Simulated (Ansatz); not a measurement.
```xyz
19

C    -0.4500   -1.2742    0.1925
C     0.4360   -0.6082    1.2475
C     1.6227    0.1931    0.7230
C     1.3369    1.1044   -0.4641
S    -0.2180    2.0195   -0.4021
C    -1.3136    0.7778   -1.1244
C    -1.6365   -0.4277   -0.2600
H     0.1485   -1.5794   -0.6749
H    -0.8539   -2.2005    0.6117
H     0.8285   -1.3713    1.9265
H    -0.1909    0.0469    1.8598
H     2.4256   -0.4919    0.4234
H     2.0242    0.7904    1.5472
H     1.3281    0.5390   -1.4003
H     2.1273    1.8520   -0.5622
H    -2.2323    1.3190   -1.3650
H    -0.8708    0.4645   -2.0759
H    -2.1842   -0.0924    0.6272
H    -2.3276   -1.0610   -0.8300
```

Total charge 0; spin multiplicity 1.

(1) List the PBE/def2-TZVPP orbital energies in eV (the Gaussian-basis code of Ansatz). (Best estimate.)

## Answers

(1) The calculation gave: Occupied: -2395.26, -269.51, -269.47, -268.89, -268.84, -268.82, -268.69, -208.18, -154.36, -154.26, -154.06, -20.69, -19.13, -18.97, -16.20, -16.12, -13.87, -13.38, -11.77, -11.30, -11.16, -10.46, -10.12, -9.35, -9.18, -8.87, -8.15, -7.94, -7.61, -7.48, -6.99, -4.97. Lowest empty: 0.14, 0.35, 0.86, 1.05, 1.19, 1.57, 1.80, 2.05.
